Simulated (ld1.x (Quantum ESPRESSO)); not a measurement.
**Transferability test, RRKJ potential for Gd (Z = 64)**

```json
{
  "Element": "gadolinium (Gd)",
  "Generator": "ld1.x (Quantum ESPRESSO) 7.5",
  "Type": "norm-conserving RRKJ (Kleinman–Bylander form)",
  "Functional": "revPBE",
  "Relativity": "scalar-relativistic",
  "Frozen core": "[Kr] 4d10",
  "Valence charge": "18",
  "Reference configuration": "4f7 5s2 5p6 5d1 6s0 6p0 (charge +2)",
  "Partial waves": "5p (bound): rc 2.45 bohr; 5d (bound): rc 2.20 bohr; 4f (bound): rc 1.25 bohr; 5s (bound): rc 1.45 bohr",
  "Local potential": "the s channel",
  "Core correction": "Bessel-smoothed model core inside 1.25 bohr"
}
```

Energies are relative to the spin-unpolarised reference configuration 4f7 5s2 5p6 5d1 6s0 6p0; without spin polarisation the order of configurations can differ from experiment.

```json
{"valence configuration": "4f7 5s2 5p6 5d1 6s2 6p0", "charge": "0", "ΔE all-electron (eV)": "-18.527", "error AE − PS (meV)": "+121"}
{"valence configuration": "4f7 5s2 5p6 5d1 6s1 6p0", "charge": "+1", "ΔE all-electron (eV)": "-11.958", "error AE − PS (meV)": "+82"}
{"valence configuration": "4f7 5s2 5p6 5d0 6s0 6p0", "charge": "+3", "ΔE all-electron (eV)": "19.753", "error AE − PS (meV)": "-7.6"}
{"valence configuration": "4f8 5s2 5p6 5d0 6s2 6p0", "charge": "0", "ΔE all-electron (eV)": "-22.330", "error AE − PS (meV)": "-28"}
{"valence configuration": "4f7 5s2 5p6 5d1 6s0 6p1", "charge": "+1", "ΔE all-electron (eV)": "-8.432", "error AE − PS (meV)": "+47"}
{"valence configuration": "4f6 5s2 5p6 5d2 6s1 6p0", "charge": "+1", "ΔE all-electron (eV)": "-2.639", "error AE − PS (meV)": "+121"}
```

(1) What are ΔE and the potential's error for 4f7 5s2 5p6 5d1 6s1.5 6p0?

Levels in the configuration 4f6 5s2 5p6 5d2 6s1 6p0:

| level | all-electron (eV) | pseudo (eV) |
| --- | --- | --- |
| 4f | -21.681 | -21.598 |
| 5s | -59.756 | -59.731 |
| 5p | -36.507 | -36.621 |
| 5d | -9.661 | -9.528 |
| 6s | -9.672 | -9.783 |

## Answers

(1) ΔE = -15.878 eV all-electron; the error (AE − PS) is +105 meV.
